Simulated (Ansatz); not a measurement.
Gas-phase electronic energies from Ansatz, PBE0-D4/def2-TZVP geometries. CBS: MP2 limit from def2 TZ/QZ plus the TZ coupled-cluster correction, frozen cores. This one scheme is used for every species. DFT in def2-TZVPP. One conformer a species, not always the lowest.

Consider the ligand exchange at a B–C bond: `OB(O)c1cccs1` + H–F → `OB(O)F` + `c1ccsc1`.

CCSD(T)/CBS gives -104.1 kJ/mol.

Another level gave -113.0 kJ/mol. Which?
A. ωB97X-V/def2-TZVPP
B. PBE-D4/def2-TZVPP
C. PBE/def2-TZVPP
D. HF/def2-TZVPP

A. ωB97X-V -113.0, HF/def2-TZVPP -140.9, PBE -107.5, PBE-D4 -99.7 kJ/mol.

Largest T1 diagnostic among the species: 0.013.

In def2-TZVPP, CCSD(T) changes the Hartree–Fock value by +33.2 kJ/mol (the triples alone add +5.9 kJ/mol) and MP2 by +40.1 kJ/mol. The D4 term adds +12.1 kJ/mol with B3LYP and +7.1 kJ/mol with PBE0; it sums over pairs of atoms, weighted by their polarisabilities, and B3LYP, whose exchange is more repulsive, gets the larger term.

B3LYP here is the variant with VWN-RPA as its local correlation; programs differ in this.
